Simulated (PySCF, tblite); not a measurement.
Species: C5H12Si2.
SMILES: `C=C(C)/C([SiH3])=C\[SiH3]`

Jobs on this species (19 atoms, 70 electrons) with PySCF (density fitting) and tblite. Hardware of each: Arm Neoverse N1, one thread (shared host). Other jobs ran on the host; a repeat could differ by tens of per cent or more.

```tsv
level and settings	work	basis functions	SCF cycles	wall time
GFN2-xTB	Hessian by finite differences	–	–	?
GFN2-xTB	L-BFGS relaxation	–	–	2.1 s
PBE0/pcSseg-1	shieldings, charges and field gradients	193	13	63 s
```

Q: Fill in the missing figures.

A: 
- GFN2-xTB; Hessian by finite differences: 1.4 s

Q: What do all jobs in the table cost together?

A: About 66 s; the longest takes about 95 % of that, and about 45 times as long as the shortest.

***

C4H9ClOSi.
SMILES: `[SiH3]O/C(CC)=C/Cl`

Jobs on this species (16 atoms, 72 electrons) with PySCF (density fitting) and tblite. Hardware of each: Arm Neoverse V1, one thread, shared host. Times come from a shared host and carry two figures at best.

```csv
level and settings,work,basis functions,SCF cycles,wall time
PBE0/pcSseg-1,"shieldings, charges and field gradients",178,?,?
GFN2-xTB,Hessian by finite differences,–,–,0.57 s
B3LYP/def2-SVPD,"8 singlets by full TDDFT, 3 Tamm–Dancoff triplets, polarisability",226,14,49 s
GFN2-xTB,L-BFGS relaxation,–,–,0.89 s
```

Question: Fill in the missing figures.

Answer: 
- PBE0/pcSseg-1; shieldings, charges and field gradients: 28 s, 14 SCF cycles

Question: What do all jobs in the table cost together?

Answer: About 78 s; the longest takes about 62 % of that, and about 86 times as long as the shortest.
